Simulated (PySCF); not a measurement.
**Vibration and rotation of KMg⁺**

RHF-CCSD(T) constants of KMg⁺, ¹Σ⁺ (singlet), closed shell (PySCF, no relativity, basis sets K pcseg-2, Mg pcseg-2; masses 38.9637 and 23.9850 u):

```
ωe            : 89.9 cm⁻¹
ωexe          : 0.836 cm⁻¹
Be            : 0.077722 cm⁻¹
αe            : 0.000957 cm⁻¹
De to K⁺ + Mg : 0.266 eV
```

(1) What force constant and bond length do these constants imply?

(2) Estimate the centrifugal constant D from the Kratzer relation and find the Dunham coefficient a1.

Correlated steps freeze 6 core orbitals. The bond is weak. Basis-set superposition, not corrected here, can be much of De in a small basis, most of all at correlated wavefunction levels. For an ion De counts to the pair picked by the measured ionisation energies or electron affinities, which need not be the lowest pair at this level.

Answers

(1) Reduced mass μred = 14.846 u; k = 5.8918×10⁻⁷·μred·ωe² (u, cm⁻¹, mdyn/Å) = 0.0707 mdyn/Å; Re = √(16.8576/(μred·Be)) (u, cm⁻¹, Å) = 3.822 Å.

(2) D = 4Be³/ωe² = 2.32e-07 cm⁻¹; a1 = −1 − αeωe/(6Be²) = -3.37.
